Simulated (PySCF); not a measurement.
# Working out the ionisation energy of K⁴⁺

K⁴⁺ [Ne] 3s2 3p3 (4S) → K⁵⁺ [Ne] 3s2 3p2 (3P). All numbers are calculated (PySCF 2.14, scalar relativity by spin-free X2C-1e, in an even-tempered Gaussian basis (20 s from 0.13 bohr⁻², ratio 2.5; 13 p from 0.17 bohr⁻², ratio 2.5; 5 d from 1.5 bohr⁻², ratio 2.7; 5 f from 2.3 bohr⁻², ratio 2.7)). Frozen: 1s2; the 23 highest virtual orbitals dropped. Energies in hartree (1 hartree = 27.21139 eV):

| part | K⁴⁺ (lower) | K⁵⁺ (upper) |
| --- | --- | --- |
| UHF | -596.378945 | -593.392860 |
| MP2 opposite-spin | -0.312970 | -0.304832 |
| MP2 same-spin | -0.117358 | -0.104400 |

Question: What does Hartree-Fock give?

Answer: (-593.392860) − (-596.378945) = 2.986085 hartree = 81.256 eV.

Question: What do MP2 and SCS-MP2 (6/5 opposite-spin, 1/3 same-spin) give?

Answer: The opposite-spin parts differ by 0.221 eV and the same-spin parts by 0.353 eV. MP2: 81.256 + (0.221) + (0.353) = 81.830 eV. SCS-MP2: 81.256 + 1.2 × (0.221) + (0.353)/3 = 81.639 eV.

A first-order spin-orbit estimate adds -0.223 eV to MP2 (outer shells), giving 81.607 eV against 82.66 ± 0.16 eV (semi-empirical (NIST evaluation); NIST Atomic Spectra Database, ionization energies).

What remains against the reference includes basis incompleteness, the frozen core and correlation beyond second order.
